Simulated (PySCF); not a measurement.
**`C=CCC#CC(=C)C`, C₈H₁₀**

Cartesian coordinates in Å; atom numbers follow the order of the lines, from 1:
```xyz
18

C     3.630    0.436   -0.194
C     2.632   -0.219    0.366
C     1.728   -1.165   -0.370
C     0.343   -0.746   -0.261
C    -0.802   -0.392   -0.159
C    -2.146    0.048   -0.060
C    -3.157   -0.817   -0.061
C    -2.329    1.535    0.037
H     4.260    1.105    0.367
H     3.865    0.327   -1.241
H     2.408   -0.093    1.417
H     1.822   -2.170    0.059
H     2.009   -1.211   -1.426
H    -2.995   -1.878   -0.135
H    -4.179   -0.485    0.009
H    -1.905    2.021   -0.842
H    -1.808    1.921    0.912
H    -3.384    1.789    0.110
```

The calculation used GIAO HF/pcSseg-1 magnetisability, rotational g tensor and spin-rotation constants, non-relativistic, gas phase (PySCF 2.14.0). Geometry: GFN2-xTB.

Question: Give the nuclear spin-rotation constants along the inertial axes (H = +C I·J) beside the isotropic shieldings.

Answer: Rotational constants 5.3747, 0.8017, 0.7186 GHz. A star marks the isotopologue with that one atom substituted, in its own axes.
| atom | isotope | Caa (kHz) | Cbb (kHz) | Ccc (kHz) | mean (kHz) | σ (ppm) |
| --- | --- | --- | --- | --- | --- | --- |
| H9 | 1H | -0.312 | -0.011 | -0.045 | -0.123 | 26.9 |
| H10 | 1H | -0.538 | -0.082 | 0.050 | -0.190 | 26.8 |
| H11 | 1H | -0.548 | -0.079 | 0.058 | -0.190 | 26.0 |
| H12 | 1H | -0.574 | 0.003 | -0.053 | -0.208 | 29.1 |
| H13 | 1H | -0.551 | -0.082 | 0.019 | -0.205 | 29.2 |
| H14 | 1H | -0.498 | 0.065 | -0.084 | -0.172 | 26.6 |
| H15 | 1H | 0.429 | -0.073 | -0.085 | 0.090 | 26.6 |
| H16 | 1H | -0.510 | -0.066 | -0.008 | -0.195 | 30.1 |
| H17 | 1H | -0.459 | -0.057 | -0.024 | -0.180 | 30.1 |
| H18 | 1H | 0.130 | -0.079 | -0.084 | -0.011 | 30.3 |
| C1 | 13C* | 1.131 | 0.207 | 0.279 | 0.539 | 71.8 |
| C2 | 13C* | 1.250 | 0.229 | 0.321 | 0.600 | 49.5 |
| C3 | 13C* | 0.787 | 0.107 | 0.096 | 0.330 | 170.2 |
| C4 | 13C* | 0.587 | 0.248 | 0.245 | 0.360 | 96.1 |
| C5 | 13C* | 0.077 | 0.266 | 0.252 | 0.198 | 110.0 |
| C6 | 13C* | 2.296 | 0.311 | 0.080 | 0.895 | 58.5 |
| C7 | 13C* | 2.054 | 0.298 | 0.102 | 0.818 | 64.2 |
| C8 | 13C* | 0.767 | 0.100 | 0.112 | 0.326 | 168.1 |

For the geometry as given, no vibrational averaging.

Question: How do the rotational constants and the g tensor change when H9, H10, H11, H12, H13, H14, H15, H16, H17, H18 are replaced by deuterium?

Answer: Constants 4.0879, 0.6928, 0.6178 GHz; g -0.0177, -0.0027, -0.0022, against -0.0233, -0.0032, -0.0026 before.
